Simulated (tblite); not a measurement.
Species: C4H8F2O2Si.
SMILES with atom numbers: `[F:1][CH:2]([F:3])[O:4][C@H:5]1[CH2:6][CH2:7][SiH2:8][O:9]1` (hydrogens: H10 on C2; H11 on C5; H12, H13 on C6; H14, H15 on C7; H16, H17 on Si8)

Geometry (GFN2-xTB, Å), atoms numbered from 1 in this order:
```xyz
17
C4H8F2O2Si angstrom
F      3.221    0.510   -0.550
C      2.368    0.303    0.492
F      3.075   -0.358    1.417
O      1.317   -0.455    0.121
C      0.260    0.268   -0.504
C     -0.855   -0.736   -0.789
C     -1.605   -0.946    0.528
Si    -1.366    0.734    1.396
O     -0.205    1.258    0.337
H      2.092    1.295    0.893
H      0.648    0.746   -1.416
H     -0.422   -1.654   -1.181
H     -1.513   -0.299   -1.539
H     -1.135   -1.747    1.096
H     -2.636   -1.238    0.346
H     -2.447    1.699    1.255
H     -0.803    0.633    2.737
```

Method: GFN2-xTB as coded in tblite; computed harmonic values from a numerical Hessian at the method's own geometry, unscaled. The method is semi-empirical: single wavenumbers can be off by several per cent or more. Modes of hydrogen on silicon can be 10 to 20 % off. One conformer, not necessarily the lowest.

Harmonic wavenumbers (cm⁻¹): 34.0, 57.3, 91.3, 118.1, 186.4, 306.7, 403.0, 440.2, 465.4, 490.1, 523.8, 584.7, 604.6, 661.9, 713.2, 728.0, 755.3, 780.3, 822.8, 898.0, 947.9, 974.6, 1000.6, 1049.1, 1078.9, 1110.4, 1139.2, 1154.6, 1172.5, 1251.8, 1275.3, 1280.1, 1289.6, 1307.0, 1316.6, 1452.4, 1473.8, 2303.6, 2329.8, 2881.4, 2885.6, 2995.6, 3005.9, 3018.5, 3027.8.

A = 2706, B = 835.5, C = 782.8 MHz; mass 154.026 u (most abundant isotopes); point group C1, symmetry number 1.

Q: Zero-point energy?

A: Half the sum of the wavenumbers: 26194 cm⁻¹ = 313.35 kJ/mol.

Q: Give the ideal-gas entropy at 500 K and 1 bar in the rigid-rotor, harmonic-oscillator model (classical rotation).

A: Translation 182.42, rotation 130.24, vibration 198.58: S = 511.2 J/(mol K).

Q: And Cp and H(500 K) − H(0)?

A: Cp = 230.52 J/(mol K), of which vibrations give 197.27 (their classical limit is 45 R = 374.2); H(500 K) − H(0) = 66.95 kJ/mol without the zero-point energy, 50.32 from vibrations.

Q: What must be added to the electronic energy to get the Gibbs energy at 500 K and 1 bar?

A: ZPE + [H(500 K) − H(0)] − T·S = 313.35 + 66.95 − 255.62 = 124.68 kJ/mol.

Q: Blend soft modes into free rotors: weight 1/[1 + (100 cm⁻¹/ν̃)⁴] for the oscillator and the rest for a rotor with moment μB/(μ + B), μ = h/(8π²ν), B = 10⁻⁴⁴ kg m². What vibrational entropy results?

A: 178.99 J/(mol K) in place of 198.58, which changes −T·S at 500 K by +9.80 kJ/mol.

Hindered rotation and anharmonicity are outside this model. Other conformers, if any are populated, would add a mixing term that is left out. The structure is chiral; the term R ln 2 for an equal mix with its mirror image is left out.
